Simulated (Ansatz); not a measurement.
C3H4 (SMILES C=C=C), charge 0, multiplicity 1, relaxed at each level with Ansatz (a first-principles code); harmonic frequencies from differences of analytic forces, average atomic masses, frozen cores.

Q: Give the equilibrium geometry, the harmonic frequencies and the zero-point energy at B3LYP/def2-TZVPP.

A: 
(charge 0, multiplicity 1):
```xyz
7

C      1.2928     0.0255    -0.1389
C      0.0000     0.0000     0.0000
C     -1.2928    -0.0255     0.1389
H      1.8060    -0.6946    -0.7648
H      1.8988     0.7677     0.3667
H     -1.9416     0.5308    -0.5269
H     -1.7632    -0.6039     0.9249
```
Frequencies (cm⁻¹): 374, 374, 873, 873, 883, 1020, 1020, 1112, 1429, 1485, 2044, 3124, 3128, 3199, 3199. Zero-point energy 34.50 kcal/mol.

Q: Give the equilibrium geometry, the harmonic frequencies and the zero-point energy at CCSD(T)/cc-pVTZ.

A: 
(charge 0, multiplicity 1):
```xyz
7

C      1.30554     0.02575    -0.14027
C      0.00000     0.00000     0.00000
C     -1.30554    -0.02575     0.14027
H      1.81187    -0.69751    -0.76775
H      1.90499     0.77080     0.36839
H     -1.94798     0.53303    -0.52922
H     -1.76888    -0.60633     0.92858
```
Frequencies (cm⁻¹): 348, 348, 857, 857, 870, 1018, 1018, 1080, 1438, 1488, 2011, 3142, 3144, 3226, 3226. Zero-point energy 34.41 kcal/mol.
